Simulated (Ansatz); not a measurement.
Born–Oppenheimer molecular dynamics of Cl$_{2}$H$_{2}$OSn (6 atoms, charge 0, multiplicity 1). It starts at the highest image of a converged band. Of that band: Neighbouring images differ by up to 1.8 eV, so the band resolves the path poorly. A vibrational analysis at the climbing image gives one clearly imaginary mode, 1017i cm⁻¹: a first-order saddle point.

These are results of RKS PBE/def2-SVP in Ansatz, not measurements.

```yaml
ensemble: NVE (velocity Verlet)
time_step: 0.5 fs
steps_asked: 200
starting_velocities_drawn_for: 100 K
seed: 8009
```

First frame:

```xyz
6
Properties=species:S:1:pos:R:3
Sn -0.197 0.062 0.409
H 0.899 -0.101 1.802
O 1.933 -0.019 0.465
H 2.331 -0.872 0.182
Cl -0.813 1.895 -0.985
Cl -0.883 -1.917 -0.734
```

Problem. How far do the bonds stretch over the last three quarters of this one trajectory? (Pairs bonded in most of those frames.)

Solution. 
```tsv
bond	mean (Å)	spread (Å)	shortest	longest
Sn1–Cl5	2.468	0.042	2.39	2.52
Sn1–Cl6	2.464	0.041	2.37	2.51
H2–O3	1.072	0.164	0.80	1.29
O3–H4	0.984	0.020	0.95	1.02
```

Mean temperature of the second half: 2445 K. The conserved energy wandered by up to 5.1 meV per atom (net 4.0 meV per atom), which is poor conservation. The kinetic energy rose, since the run started high on the potential surface and went downhill. It ends in pieces (Cl2Sn + H2O), so much of that is their flight and rotation, not heat. A run of 0.1 ps of so small a system gives no equilibrium averages. The orbitals stay closed-shell, which can raise the energy where a bond breaks towards radicals; this wasn't checked here.

Run time: 4.7 min on 2 threads of Arm Neoverse V1 (shared host), peak memory 0.12 GiB.
